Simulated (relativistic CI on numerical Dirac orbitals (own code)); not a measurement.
Slater and spin-orbit integrals, Tl¹⁷⁺

Computed by Dirac-Coulomb-Breit CI, KLI orbitals optimised for each configuration, model QED (radiative potential, 1s self-energy scaled to tabulated hydrogen-like ionisation energies), unscaled Slater integrals (own radial code, finite nucleus).

Slater integrals F^k, G^k are unscaled and averaged over j, outside the closed core [Kr] 4d10; ζ comes from projecting the Hamiltonian with its Breit term on Σ l·s of the shell.

- 4f14.5s2.5p2: F^2(5p,5p) = 120710, ζ(5p) = 144900 cm⁻¹; <r>(5p) = 0.8831, <r^2>(5p) = 0.8705 (bohr units).
- 4f14.5s.5p3: F^2(5p,5p) = 120750, G^1(5s,5p) = 156330, ζ(5p) = 144280 cm⁻¹; <r>(5s) = 0.8111, <r^2>(5s) = 0.7323, <r>(5p) = 0.8826, <r^2>(5p) = 0.8696 (bohr units).
- 4f14.5s2.5p.5d: ζ(5p) = 145590, F^2(5p,5d) = 110640, G^1(5p,5d) = 137050, G^3(5p,5d) = 87423, ζ(5d) = 14892 cm⁻¹; <r>(5p) = 0.8827, <r^2>(5p) = 0.8698, <r>(5d) = 0.9939, <r^2>(5d) = 1.107 (bohr units).

In this model ζ of a weakly bound d, f or g electron outside closed shells comes out too small, for d by up to a factor of two or three and at times with the wrong sign; that of an outer p electron is too small as well.

Averages of the first 10 configurations, taken without configuration mixing, which lowers the lowest level and can move excited configurations by several eV; other configurations of the list can lie among them:

| Configuration | Parity | States | Average energy above the lowest level (eV) |
| --- | --- | --- | --- |
| 4f14.5s2.5p2 | even | 15 | 36.5 |
| 4f14.5s.5p3 | odd | 40 | 99.8 |
| 4f14.5s2.5p.5d | odd | 60 | 120.3 |
| 4f13.5s2.5p3 | even | 280 | 113.1 |
| 4f14.5s.5p2.5d | even | 300 | 181.5 |
| 4f14.5s2.5p.5f | even | 84 | 203.9 |
| 4f14.5s.5p2.5f | odd | 420 | 265.5 |
| 4f14.5s2.5p.5g | odd | 108 | 266.3 |
| 4f14.5s2.5p.6s | odd | 12 | 187.8 |
| 4f13.5s2.5p2.5d | odd | 2100 | 197.5 |
